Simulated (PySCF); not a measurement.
# Frontier orbitals and the lowest excitations

Compound: C4H9FSSi.
Cartesian coordinates in Å at the GFN2-xTB level; atoms count from 1:
```
atom  x, y, z in Å
C1    -1.8071    0.8213    0.5213
C2    -2.0558   -0.6012    0.0619
S3    -0.9662   -1.0930   -1.3258
Si4    0.9506   -1.2192   -0.3603
C5     1.7125    0.5018   -0.2146
C6     2.5334    0.8599    0.7550
F7     2.8846    0.0130    1.7383
H8    -0.8042    0.9248    0.9324
H9    -1.9123    1.5090   -0.3146
H10   -2.5279    1.0935    1.2901
H11   -3.0666   -0.7127   -0.3283
H12   -1.9078   -1.3159    0.8711
H13    1.7412   -2.0486   -1.2570
H14    0.7244   -1.7981    0.9591
H15    1.4880    1.2495   -0.9609
H16    3.0057    1.8249    0.8882
```

Theory: PySCF, TDDFT wB97X-D/def2-SVPD, vertical, gas phase, core orbitals frozen in the response.

Frontier orbitals with the atoms that hold most of them (Löwdin shares over 4%, at most four atoms; ? is withheld):

| orbital | ε (eV) | atoms |
| --- | --- | --- |
| HOMO-3 | -11.53 | S3 24%, C2 20%, Si4 12%, C1 9% |
| HOMO-2 | -10.27 | S3 52%, Si4 13%, C2 10%, C5 6% |
| HOMO-1 | -9.76 | C5 32%, C6 26%, F7 12%, S3 9% |
| HOMO | -8.64 | ? |
| LUMO | 1.20 | ? |
| LUMO+1 | 2.04 | Si4 24%, S3 20%, C6 12%, H13 9% |
| LUMO+2 | 2.18 | Si4 22%, S3 18%, C6 10%, C1 8% |

Give the leading atoms of the HOMO.

S3 (bonded to C and Si) 71%; C2 (bonded to C, S and 2 H) 9%; Si4 (bonded to C, S and 2 H) 8%.

Give the leading atoms of the LUMO.

C6 (bonded to C, F and H) 30%; C5 (bonded to C, Si and H) 24%; Si4 (bonded to C, S and 2 H) 13%; S3 (bonded to C and Si) 8%. By element: carbon 54% or more, silicon 13%, sulfur 8%.

The HOMO–LUMO gap is 9.84 eV. Where does the response calculation put the lowest singlet, and from which orbitals?

S1 is at 5.60 eV (f = 0.0080), 4.25 eV below the gap, made of HOMO→LUMO (72%), HOMO→LUMO+3 (18%). Without the coupling terms of the response equations the lowest excitation would equal the gap.

Give energy, strength and leading configuration of S1 and S4, and follow the Löwdin shares of the leading atoms from the occupied to the empty orbital.

- S1 (5.60 eV, f 0.0080), HOMO→LUMO (72%): S3 71% → 8%, C2 9% → at most 8%, C6 at most 4% → 30%, C5 at most 4% → 24%
- S4 (6.99 eV, f 0.342), HOMO-1→LUMO (89%): C5 32% → 24%, C6 26% → 30%

One conformer stands for the species.
